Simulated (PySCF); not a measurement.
Two probes of the same atoms: core binding energy and nuclear shielding

C₄H₁₁GeN.
Bonds: C1–C2 (double), C2–C3, C3–N4, N4–Ge5, Ge5–C6. Hydrogens: H7, H8 on C1; H9 on C2; H10, H11 on C3; H12 on N4; H13, H14 on Ge5; H15, H16, H17 on C6.

Binding energies: delta-SCF UKS SCAN, pcX-2 on the ionised atom, pcseg-1 elsewhere, spin-free X2C (PySCF). Shieldings: GIAO PBE0/pcSseg-1, non-relativistic, same geometry.

```json
{"atom": "C1", "C 1s (eV)": "289.83"}
{"atom": "C2", "C 1s (eV)": "290.25"}
{"atom": "C3", "C 1s (eV)": "291.45"}
{"atom": "C6", "C 1s (eV)": "290.09"}
```

Problem. What are the absolute isotropic shieldings of these atoms?

Solution. 
```csv
atom,environment,C 1s (eV),isotropic shielding (ppm)
C1,terminal =CH2 carbon,289.83,64.1
C6,sp3 carbon bound to germanium,290.09,186.1
C2,alkene CH carbon,290.25,35.8
C3,sp3 carbon bound to nitrogen,291.45,135.1
```

Problem. Among the listed atoms, is the one with the highest binding energy also the least shielded?

Solution. No. The highest binding energy is at C3 (291.45 eV, shielding 135.1 ppm), the lowest shielding at C2 (35.8 ppm, 290.25 eV).

By binding energy: C1 < C6 < C2 < C3. By shielding: C2 < C1 < C3 < C6.

Isolated species at its PBE0-D3(BJ)/def2-SVP geometry (one conformer only).

Shape of the structure used: `[CH2:1]=[CH:2][CH2:3][NH:4][GeH2:5][CH3:6]`: C1–C2–C3–N4 -8°, C2–C3–N4–Ge5 153°, C3–N4–Ge5–C6 61°.
